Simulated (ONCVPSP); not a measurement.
PBE ONCV dataset for cobalt, scalar-relativistic all-electron reference.

* Element: Co (Z = 27)
* Generator: ONCVPSP 4.0.1
* Type: optimised norm-conserving Vanderbilt (ONCV)
* Functional: PBE
* Relativity: scalar-relativistic
* Frozen core: [Ne]
* Valence charge: 17
* Reference configuration: 3s2 3p6 3d7 (charge +2)
* Partial waves: 3s: rc 0.75 bohr, ncon 4, nbas 7, qcut 8.4 1/bohr, 1 projector; 3p: rc 0.75 bohr, ncon 4, nbas 8, qcut 10.9 1/bohr, 2 projectors, debl 3.2 Ha; 3d: rc 1.00 bohr, ncon 4, nbas 9, qcut 17.5 1/bohr, 2 projectors, debl 1 Ha
* Local potential: polynomial inside 0.65 bohr (lpopt 4, dvloc0 4 Ha)
* Core correction: none

Poles of the logarithmic derivatives, all-electron (AE) and pseudo (PS). s: poles at no energy (AE) and 3.9 (PS) Ha. p: poles at no energy (AE) and no energy (PS) Ha. d: poles at 1.5 (AE) and 1.5 (PS) Ha. Test radii: s 0.76, p 0.76, d 1.01 bohr.

* Cutoffs needed: 197 Ha and 316 Ha (the cutoffs (Ha) at which the residual kinetic energy of the hardest occupied pseudo-wave falls to 1 and 0.1 mHa per electron)
* Ghost test: no bound ghost flagged; no localised positive-energy state flagged
* Largest excitation error: +214 meV (all-electron minus pseudo) for 3s2 3p6 3d7 4s2, out of 4 test configurations
